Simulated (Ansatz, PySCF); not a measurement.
C2H10O2Si2, SMILES O([SiH3])[C@@H]([SiH2]O)C. Atoms are numbered in the order given.

```xyz
16

C     -0.7376    -0.3230    -1.8317
C     -0.0973    -0.6127    -0.4801
O      0.6486     0.5402    -0.0292
Si     2.2913     0.6852    -0.3053
Si    -1.3489    -0.8236     0.9326
O     -1.9503     0.7078     1.2083
H      0.0226    -0.0692    -2.5884
H     -1.3014    -1.1995    -2.1889
H     -1.4360     0.5244    -1.7463
H      0.5747    -1.4901    -0.5614
H      2.5924     0.6561    -1.7676
H      2.7067     1.9861     0.2789
H      3.0266    -0.4385     0.3475
H     -0.6359    -1.3839     2.1188
H     -2.4871    -1.7097     0.5666
H     -1.2557     1.3697     1.0864
```
Charge 0, spin multiplicity 1.

The structure is a stationary point at ωB97X-D3(BJ)/def2-SVP. The structure was generated by enumeration; whether it is a known compound was not checked. The values are those of a single conformer.

Two levels are set side by side: PBE-D3(BJ)/def2-SVP (Ansatz, a first-principles code) and ωB97X-D3(BJ)/def2-SVP (PySCF). Each level has its own optimised geometry; the coordinates shown are those of the second. Frequencies come from the Hessian of PySCF at each geometry. Differences are taken from unrounded values.

```csv
quantity,ωB97X-D3(BJ),PBE-D3(BJ),PBE-D3(BJ) minus ωB97X-D3(BJ)
mean bond length (Å),1.403,1.415,0.012
bond C1–C2 (Å),1.523,1.525,0.001
bond C2–O3 (Å),1.445,1.457,0.012
bond C2–Si5 (Å),1.899,1.920,0.021
bond O3–Si4 (Å),1.672,1.690,0.018
bond Si5–O6 (Å),1.668,1.683,0.014
bond C1–H7 (Å),1.102,1.110,0.008
bond C1–H8 (Å),1.102,1.109,0.007
bond C1–H9 (Å),1.101,1.109,0.008
bond C2–H10 (Å),1.108,1.117,0.009
bond Si4–H11 (Å),1.493,1.507,0.014
bond Si4–H12 (Å),1.485,1.498,0.013
bond Si4–H13 (Å),1.493,1.507,0.014
bond Si5–H14 (Å),1.493,1.508,0.015
bond Si5–H15 (Å),1.488,1.502,0.013
bond O6–H16 (Å),0.967,0.980,0.013
highest harmonic wavenumber (cm⁻¹),3872,3663,-209
mean harmonic wavenumber (cm⁻¹),1238,1184,-54
zero-point energy (kcal/mol),74.31,71.09,-3.23
```

Exact exchange shortens and stiffens bonds; PBE has none. Differences between two approximate levels are no errors against the true value.
